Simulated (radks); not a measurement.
Values are calculated unless marked as measured or tabulated.
Ionisation of the technetium ion Tc37+, [He] 2s2 2p2, to [He] 2s2 2p1 as the strength of local exchange is varied. Level of theory: Dirac Kohn-Sham, Slater X-alpha exchange (alpha = 2/3 is LDA exchange), no correlation, spin-unpolarised, spherical densities, point nucleus; open shells fill j = l - 1/2 first (a radial shooting solver on a logarithmic mesh with Libxc functionals).

alpha  E(Tc37+) (hartree)  exchange (hartree)  IE (eV)  -e of the level emptied (eV)  <r> of it (bohr)
0.6           -2698.11770           -38.13092   5359.3                5262.4 (2p1/2)            0.1195
0.603         -2698.30836           -38.32327   5360.0                5263.1 (2p1/2)            0.1195
0.667         -2702.37776           -42.43079   5374.6                5278.1 (2p1/2)            0.1193
0.744         -2707.27884           -47.38286   5392.2                5296.1 (2p1/2)            0.1191
0.763         -2708.48906           -48.60651   5396.5                5300.6 (2p1/2)            0.1191
0.83          -2712.75937           -52.92690   5411.8                5316.4 (2p1/2)            0.1189
0.962         -2721.18484           -61.46342   5442.1                5347.5 (2p1/2)            0.1186
1             -2723.61338           -63.92697   5450.8                5356.5 (2p1/2)            0.1185

NIST Atomic Spectra Database: 5361 eV (semi-empirical). The Delta-SCF value meets it near alpha = 0.61. Spin polarisation and multiplet splitting are left out, so open shells lie too high by an amount that depends on their filling.

Beside tabulated values, note that spin-unpolarised runs miss the spin-polarisation part of the exchange energy of open shells.
